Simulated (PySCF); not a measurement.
## Electronic structure of O⁻ (oxygen, charge -1) at the UHF level

Configuration: [He] 2s2 2p5, 2P determinant. Calculation: PySCF 2.14, in dyall-av2z (11s7p2d, 42 functions); no relativity, point nucleus.

```json
{
  "Total energy": "-74.793866 hartree",
  "One-electron energy": "-106.8546 hartree",
  "Hartree (Coulomb) energy": "40.4413 hartree",
  "Exchange energy": "-8.3806 hartree",
  "Kinetic energy": "74.78985 hartree",
  "⟨S²⟩": "0.7718",
  "⟨L²⟩": "2.022",
  "Sum of ⟨r⟩": "10.17 bohr",
  "Sum of ⟨r²⟩": "19.11 bohr²",
  "Traceless quadrupole moment −½Σ⟨3z² − r²⟩ along its main axis": "1.70 e·bohr²",
  "Density at the nucleus (Gaussians lack the cusp)": "300 bohr⁻³",
  "Spin density at the nucleus": "0.159 bohr⁻³",
  "Langevin diamagnetic susceptibility": "-15.1 ×10⁻⁶ cm³/mol"
}
```

```tsv
shell	electrons	mean orbital energy (hartree)	spread (hartree)	rms radius, mean of both spins (bohr)
1s α	1	-20.22435	0	0.231
1s β	1	-20.18324	0	0.231
2s α	1	-0.91014	0	1.32
2s β	1	-0.72907	0	1.32
2p α	3	-0.17661	0.09130	1.76
2p β	2	-0.07824	0	1.76
```

Spin-orbit constants ζ (cm⁻¹) from the X2C one-electron operator on these orbitals (non-relativistic here): bare nucleus, nucleus screened by l(l+1)(2l+1)/3 electrons, and screened by the Breit-Pauli mean field of the electrons.

| shell | bare | screened nucleus | mean field |
| --- | --- | --- | --- |
| 2p | 208.8 | 156.6 | 133.6 |

To first order the Landé constant is A = -133.6 cm⁻¹, so the lowest level has J = 3/2 and lies 0.00828 eV below the centre of the term.
